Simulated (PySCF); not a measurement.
Ionisation energy of As by level of theory

As [Ar] 3d10 4s2 4p3 (4S) → As⁺ [Ar] 3d10 4s2 4p2 (3P), as a difference of total energies. Calculation: PySCF 2.14, in aug-cc-pVDZ-DK (6s5p3d, 36 functions); scalar relativity by spin-free X2C-1e. Correlated levels: valence: [Ar] 3d10 frozen. The calculations carry no spin-orbit coupling.

```csv
method,ionisation energy (eV),error (eV)
UHF,9.435,-0.573
M06-2X,9.827,-0.181
TPSS,9.919,-0.089
MP2 (valence),9.810,-0.198
SCS-MP2 (valence),9.678,-0.330
CCSD (valence),9.768,-0.240
CCSD(T) (valence),9.779,-0.229
```

Reference: 10.008 eV (measured; NIST levels, between the centres of gravity of the two terms).

Errors of the correlated levels include the incompleteness of this basis and the frozen core.
